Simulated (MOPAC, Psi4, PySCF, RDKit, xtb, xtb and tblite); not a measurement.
Two geometries of SMILES BC[SiH2]c1cccs1, relaxed at GFN2-xTB with one dihedral held; other torsions can differ between them too.

Structure A

```
17

B     -3.4489     0.3404     0.2495
C     -1.9239     0.4627     0.5816
Si    -1.3383    -0.2349     2.2459
C      0.5165     0.0252     2.3737
C      1.3948     0.6170     1.5136
C      2.7305     0.6200     1.9687
C      2.8615     0.0260     3.1820
S      1.3554    -0.5435     3.7824
H     -4.1981    -0.1600     0.9951
H     -3.8523     0.7580    -0.7683
H     -1.6467     1.5185     0.5075
H     -1.3632    -0.0069    -0.2321
H     -1.6078    -1.6767     2.3434
H     -1.9804     0.4621     3.3699
H      1.0929     1.0426     0.5726
H      3.5520     1.0440     1.4183
H      3.7500    -0.1150     3.7650
```

Structure B

```
17

B     -1.2454     0.2447    -0.8115
C     -1.9176     0.4460     0.5831
Si    -1.0320    -0.3292     2.0805
C      0.6916     0.4039     2.1606
C      1.3697     1.0966     1.1997
C      2.6700     1.4854     1.5849
C      2.9751     1.0830     2.8454
S      1.6790     0.2237     3.5761
H     -0.6084    -0.7132    -1.0293
H     -1.3228     1.0733    -1.6372
H     -2.8725    -0.0856     0.5273
H     -2.1794     1.4853     0.7830
H     -0.9351    -1.7899     1.9539
H     -1.7534     0.0013     3.3189
H      0.9370     1.3156     0.2379
H      3.3438     2.0384     0.9545
H      3.8821     1.2380     3.3955
```

Problem. Which is lower in energy at the level Psi4 with B3LYP-D3(BJ)/def2-SVP // GFN2-xTB, and by how much?

Solution. B is lower, by 8.60 kJ/mol (dihedral H9–B1–C2–Si3: 0° in A, 30° in B).

E(B) − E(A) in kJ/mol at the other levels, on the same two geometries: GFN2-xTB (xtb and tblite) -5.84; B3LYP/def2-SVP // GFN2-xTB (Psi4) -5.86; PBE/def2-SVP // GFN2-xTB (Psi4) -7.60; PBE-D3(BJ)/def2-SVP // GFN2-xTB (Psi4) -9.25; UFF // GFN2-xTB (RDKit) 7.12; PM6, restricted, heats of formation // GFN2-xTB (MOPAC) -1.82; PM3, restricted, heats of formation // GFN2-xTB (MOPAC) -4.65; GFN1-xTB // GFN2-xTB (xtb) -8.75; restricted B3LYP/6-31G*, spherical d, density fitting // GFN2-xTB (PySCF) -5.85; restricted MP2 (frozen core)/6-31G*, spherical d // GFN2-xTB (PySCF) -7.63; restricted Hartree-Fock/6-31G*, spherical d, density fitting // GFN2-xTB (PySCF) -2.44; restricted LDA (SVWN5)/6-31G*, spherical d, density fitting // GFN2-xTB (PySCF) -10.48.
